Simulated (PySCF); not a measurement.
**Electric field gradients and quadrupole coupling constants**

Compound: CH8OSi2.
Structure used (PBE0-D3(BJ)/def2-SVP), in Å, numbered top down from 1:
```
atom  x, y, z in Å
C1     2.0954    0.4943    0.0121
Si2    0.5549   -0.4019   -0.6086
Si3   -1.4107    0.6594    0.1247
O4    -2.7859   -0.1641   -0.3595
H5     2.1335    1.5225   -0.3788
H6     3.0071   -0.0292   -0.3137
H7     2.1032    0.5446    1.1115
H8     0.5568   -0.4715   -2.1053
H9     0.5469   -1.8159   -0.1046
H10   -1.5294    2.0249   -0.4641
H11   -1.3487    0.8069    1.6190
H12   -2.8436   -1.0855   -0.0912
```

Field gradients from the PBE0/pcSseg-1 density (PySCF, non-relativistic), principal values in atomic units, ordered |Vxx| ≤ |Vyy| ≤ |Vzz|:

```tsv
atom	Vxx	Vyy	Vzz
O4	-0.2363	-1.2766	1.5129
```

Task: Find the asymmetry η = (Vxx − Vyy)/Vzz and the couplings χ = eQV/h (234.96 MHz × Q in barn × V in au), with Q(17O) = −0.0256 b.

Result: 
```tsv
atom	environment	nucleus	η	χzz (MHz)	χxx (MHz)	χyy (MHz)
O4	silanol oxygen	17O	0.69	-9.10	1.42	7.68
```

Task: What is Vzz at O4 in SI units (1 au = 9.71736 × 10²¹ V/m²)?

Result: 1.5129 au = 14.701 × 10²¹ V/m².

Task: And the gradient at the other heavy atoms, for which no coupling is worked out here?

Result: 
```tsv
atom	environment	Vzz (au)	η
C1	Si-methyl carbon	-0.037	0.09
Si2	SiH2 silicon	0.061	0.59
Si3	oxygen-bound silicon	0.434	0.17
```

Task: What couplings would deuterons (Q(2H) = 0.00286 b) have in place of the hydrogens, at this geometry?

Result: 
```
atom  bonded to  bond length (Å)  Vzz (au)     η  χzz (kHz)
  H5         C1            1.101    0.2976  0.01        200
  H6         C1            1.101    0.2984  0.01        201
  H7         C1            1.101    0.2977  0.01        200
  H8        Si2            1.498    0.1396  0.02         94
  H9        Si2            1.501    0.1382  0.03         93
 H10        Si3            1.492    0.1398  0.04         94
 H11        Si3            1.503    0.1324  0.05         89
 H12         O4            0.961    0.4856  0.08        326
```

Geometry: PBE0-D3(BJ)/def2-SVP, one conformer, isolated molecule. These gradients aren't converged with respect to the basis.

These values come from a run that also computed NMR shieldings. On one thread, Arm Neoverse V1 (shared host), this took 8.3 s of wall time.
